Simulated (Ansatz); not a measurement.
Saddle point of SiH4BrCl, closed shell (SiH₃Cl ([SiH3][Cl]) + HBr → SiH₃Br ([SiH3][Br]) + HCl; bonds formed: Si1–Br7, Cl2–H6; bonds broken: Si1–Cl2, H6–Br7), PBE0-D4/def2-TZVP structure:

```xyz
7
angstrom
Si -0.5929 -0.4041 0.0206
Cl 1.8335 -0.5122 0.2188
H -0.4416 -1.8703 -0.1590
H -1.6417 -0.0545 -0.9657
H -0.9305 -0.0878 1.4190
H 1.5284 0.9036 -0.0624
Br 0.2448 2.0252 -0.4712
```

Energies are electronic, without zero-point energy. Barriers and step energies count from the start structure reached by relaxing down the imaginary mode; all methods use the PBE0-D4 structures, on which another method's saddle can fall below an end. Ansatz 0.2.0; basis: def2-TZVPP, with def2-QZVPP for the basis limit; cores frozen in the correlated methods. Filled d shells of the heavier atoms are correlated. The def2 sets are not built for correlating such inner shells, so the correlated values are less sure here. B3LYP uses VWN-RPA correlation. Extrapolation: Hartree–Fock as exp(−7.88 √X), correlation as X^−2.97.

| method | barrier (kJ/mol) | step energy (kJ/mol) |
| --- | --- | --- |
| SPW92 | ? | -0.4 |
| PBE-D4 | 117.4 | -0.7 |
| BLYP-D4 | 135.1 | 2.2 |
| r2SCAN-D4 | 134.0 | 0.8 |
| B97M-V | 158.9 | 4.3 |
| PBE0-D4 | 137.6 | -1.0 |
| B3LYP-D4 | 150.5 | 1.7 |
| r2SCAN0-D4 | 146.9 | 0.0 |
| BHLYP-D4 | ? | 1.3 |
| CAM-B3LYP-D4 | 163.6 | 3.0 |
| wB97X-V | 163.6 | 1.4 |
| wB97M-V | 155.7 | 1.2 |
| B2PLYP | 160.6 | 1.9 |
| PBE-QIDH | 154.7 | -0.7 |
| RPA on PBE | 164.8 | 1.8 |
| HF | ? | 2.4 |
| MP2 | 158.6 | 0.1 |
| CCSD | 179.9 | 0.9 |
| CCSD(T) | 167.4 | 0.8 |

Fill in the withheld barriers. (Judge from chemistry; the value comes from the calculation.)

Computed: BHLYP-D4 173.3; HF 228.7; SPW92 93.3 kJ/mol. Each is the energy of the saddle less that of the start structure, by the same method.

For comparison, the barrier by CCSD(T) at an estimated basis limit (MP2 extrapolated from triple and quadruple zeta, plus CCSD(T) − MP2 in triple zeta) is 160.4 kJ/mol.

The T1 diagnostic stays at or below 0.010.

Labels in which every atom is bracketed show which atoms are joined, not bond orders.

For scale, one of the runs: CCSD(T)/def2-TZVPP, 188 basis functions, launched by `ansatz run in.yaml --threads 4 --pin off --events-out ev --progress --plain --max-ram 9574MiB`. Time: 40 s of wall clock on 4 CPU threads of an Arm Neoverse V2; the host was shared. Peak host memory: 1.9 GiB.
